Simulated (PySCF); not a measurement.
CCl₃F. Atoms are numbered in the order given.

```xyz
5

F      0.0000     0.0000     1.5915
C      0.0000     0.0000     0.2508
Cl    -1.4594    -0.8426    -0.3104
Cl     1.4594    -0.8426    -0.3104
Cl     0.0000     1.6852    -0.3104
```
Charge 0, spin multiplicity 1.

Geometry: B3LYP-D3(BJ)/def2-TZVP.

These are B3LYP/pcSseg-1 (PySCF) values and carry that method's errors.

GIAO shieldings, no solvent; atoms alike by connectivity are averaged. δ = σ(ref) − σ: ¹³C against TMS (σ = 181.3 ppm); ³⁵Cl against HCl (σ = 933.3 ppm), references at their B3LYP-D3(BJ)/def2-TZVP geometries, non-relativistic (without spin–orbit terms, shifts of atoms bonded to Cl or Br come out too high).

Q: Estimate the chemical shifts. (The exact figures need the calculation; the answer reports its results.)

A: 
```csv
nucleus,atoms,count,δ (ppm)
¹³C,C2,1,154.7
³⁵Cl,"Cl3, Cl4, Cl5",3,586.7
```
